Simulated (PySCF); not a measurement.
C₃H₁₀OSi₂, SMILES C[SiH2][SiH2]C(C)=O. Coordinates come from a PBE-D3(BJ)/def2-SVP optimisation. This is a generated structure with no PubChem entry under its InChIKey; it may be hypothetical. The values are those of a single conformer.

Task: Give the equilibrium geometry at PBE-D3(BJ)/def2-SVP (PySCF confirms it by a frequency run) as a Z-matrix, and its point group. (Estimate from the structure and the level; the computed values follow.)

Result: Several could match; the one computed here: point group Cs.
```
Si
H 1 1.5116
H 1 1.5116 2 106.26
C 1 1.9676 2 109.38 3 117.97
O 4 1.2238 1 117.99 2 122.00
C 4 1.5142 5 122.34 1 180.00
H 6 1.1075 4 110.42 5 0.00
H 6 1.1109 7 110.17 4 -121.51
H 6 1.1109 7 110.17 8 -116.98
Si 1 2.3503 2 113.36 3 -125.17
H 10 1.5059 1 107.84 2 -177.82
H 10 1.5059 11 108.42 1 -116.51
C 10 1.8975 11 110.24 12 -120.77
H 13 1.1084 10 110.95 11 -60.05
H 13 1.1084 14 108.14 10 121.88
H 13 1.1088 14 108.09 15 116.79
```
